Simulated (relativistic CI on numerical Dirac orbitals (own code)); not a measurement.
**Bi²²⁺: q coefficients and field-shift factors**

Method of calculation: Dirac-Coulomb-Breit CI, KLI orbitals optimised for each configuration, derivatives by finite differences, unscaled Slater integrals, QED left out (own radial code, finite nucleus).

Configurations in the expansion (outside the closed core [Kr] 4d10): 4f¹³5s², 4f¹³5s5p, 4f¹⁴5s, 4f¹⁴5p, 4f¹³5s5d, 4f¹²5s²5p, 4f¹²5s5p², 4f¹³5p², 4f¹²5p³. Double excitations out of closed p, d and f shells are left out; levels of such configurations are missing from the list, as are those of other unlisted configurations, and high levels can miss mixing partners.

With x = (α/α₀)² − 1 an excitation energy changes as ω = ω₀ + qx; K = 2q/ω₀ is the relative enhancement. Terms are leading LS components, so labels can repeat. The field-shift factor is F = δν/δ⟨r²⟩ for the transition from the lowest level.

Lowest level 4f¹⁴5s ²S1/2.

```csv
Level,ω₀ (cm⁻¹),q (cm⁻¹),K,F (GHz/fm²)
4f¹³5s² ²F°7/2,384117,-640300,-3.33,1250
4f¹⁴5p ²P°1/2,406896,77290,0.38,-1100
4f¹³5s² ²F°5/2,428489,-599700,-2.8,1250
4f¹⁴5p ²P°3/2,687564,443200,1.29,-1190
4f¹³5s5p ⁴D7/2,740347,-570800,-1.54,154
4f¹³5s5p ²G7/2,769598,-554500,-1.44,146
4f¹³5s5p ⁴G9/2,772333,-559900,-1.45,149
4f¹³5s5p ⁴F5/2,775060,-556200,-1.44,149
4f¹³5s5p ⁴G5/2,787849,-533200,-1.35,154
4f¹³5s5p ²D5/2,818207,-513300,-1.25,148
4f¹³5s5p ²G7/2,819058,-519000,-1.27,149
4f¹³5s5p ⁴F3/2,823607,-517500,-1.26,152
4f¹³5s5p ⁴G11/2,1020952,-194300,-0.381,51.4
```

At this charge transitions that keep the count of f electrons are usually good to a few per cent. Levels that differ in their count of f electrons can be misplaced by several ten thousand cm⁻¹, since the correlation energy of f electrons is missing or only estimated; rates across such gaps can be off by orders of magnitude. The computed lowest level isn't the tabulated ground level, which NIST ASD gives as 4f13 5s2 2F°7/2; for such ions that label comes from theory and may be the wrong one.
